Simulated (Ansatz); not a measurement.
Isomers of CH2BFO, relaxed with PBE0-D4/def2-TZVP in Ansatz; electronic energies, one conformer each and not always the lowest. Functionals use def2-TZVPP; CBS adds triple-zeta CCSD(T) − MP2 to the MP2 limit of def2-TZVPP and def2-QZVPP.

Task: Order them by energy at frozen-core CCSD(T)/CBS, lowest first. (Estimate.)
A. `O=CBF`
B. `FB1CO1`
C. `FC1BO1`

Result: B (0.0 kJ/mol), A (78.2 kJ/mol), C (182.4 kJ/mol).

Task: How do B3LYP-D4, PBE0-D4, MP2/CBS(def2), HF/CBS(def2) place them (kJ/mol, against `FB1CO1`)? (Best estimate.)

Result: Ansatz gave: 
```tsv
isomer	B3LYP-D4	PBE0-D4	MP2/CBS(def2)	HF/CBS(def2)
`O=CBF`	73.9	89.9	89.1	48.8
`FC1BO1`	179.6	176.4	188.3	185.5
```

B3LYP here is the variant with VWN-RPA as its local correlation; programs differ in this.
